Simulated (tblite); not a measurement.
Compound: C8H9F3.
Geometry (GFN2-xTB, Å), atoms numbered from 1 in this order:
```xyz
20
C8H9F3 angstrom
C      2.5764   -1.8243   -2.0522
C      1.7317   -1.8849   -1.0250
C      0.9851   -0.7520   -0.5433
C      0.1320   -0.8275    0.4908
C     -0.6663    0.2421    1.0499
C     -1.5031    0.0159    2.0663
C     -0.5721    1.6302    0.4583
C     -1.5413    1.7918   -0.6987
F     -1.4819    3.0308   -1.2227
F     -1.3090    0.9482   -1.7128
F     -2.8156    1.6036   -0.3272
H      3.1213   -2.6868   -2.3951
H      2.7473   -0.9044   -2.5869
H      1.5738   -2.8217   -0.5066
H      1.1479    0.1731   -1.0780
H      0.0032   -1.7835    0.9824
H     -2.1087    0.7964    2.4928
H     -1.6108   -0.9646    2.4955
H     -0.8450    2.3816    1.2014
H      0.4301    1.8466    0.0886
```

Calculated harmonic vibrations of the isolated species, GFN2-xTB (tblite), most abundant isotopes, no scaling. The method is semi-empirical: single wavenumbers can be off by several per cent or more. One conformer, not necessarily the lowest.

Harmonic wavenumbers (cm⁻¹): 31.1, 50.3, 71.8, 115.5, 137.3, 170.6, 208.6, 258.5, 299.0, 379.6, 384.1, 474.3, 476.3, 489.1, 510.9, 538.4, 588.7, 662.2, 693.5, 807.0, 823.5, 885.6, 888.3, 904.4, 910.5, 956.5, 973.5, 980.1, 1028.2, 1039.9, 1046.3, 1174.9, 1177.1, 1185.3, 1240.8, 1272.5, 1293.5, 1303.3, 1312.4, 1405.7, 1413.6, 1444.5, 1625.6, 1644.8, 1663.6, 3001.5, 3013.2, 3056.7, 3057.7, 3077.8, 3102.3, 3116.5, 3134.0, 3145.8.

A = 1671, B = 649.9, C = 518.5 MHz; mass 162.066 u (most abundant isotopes); point group C1, symmetry number 1.

Problem. Zero-point energy?

Solution. Half the sum of the wavenumbers: 32323 cm⁻¹ = 92.42 kcal/mol.

Problem. Entropy at 350 K, 1 bar (ideal gas, RRHO, classical rotation)?

Solution. Translation 41.98, rotation 31.20, vibration 42.96: S = 116.1 cal/(mol K).

Problem. And Cp and H(350 K) − H(0)?

Solution. Cp = 50.24 cal/(mol K), of which vibrations give 42.29 (their classical limit is 54 R = 107.3); H(350 K) − H(0) = 10.38 kcal/mol without the zero-point energy, 7.59 from vibrations.

Problem. Blend soft modes into free rotors: weight 1/[1 + (100 cm⁻¹/ν̃)⁴] for the oscillator and the rest for a rotor with moment μB/(μ + B), μ = h/(8π²ν), B = 10⁻⁴⁴ kg m². What vibrational entropy results?

Solution. 38.55 cal/(mol K) in place of 42.96, which changes −T·S at 350 K by +1.54 kcal/mol.

Problem. What must be added to the electronic energy to get the Gibbs energy at 350 K and 1 bar?

Solution. ZPE + [H(350 K) − H(0)] − T·S = 92.42 + 10.38 − 40.65 = 62.15 kcal/mol.

Hindered rotation and anharmonicity are outside this model. Other conformers, if any are populated, would add a mixing term that is left out. The structure is chiral; the term R ln 2 for an equal mix with its mirror image is left out.
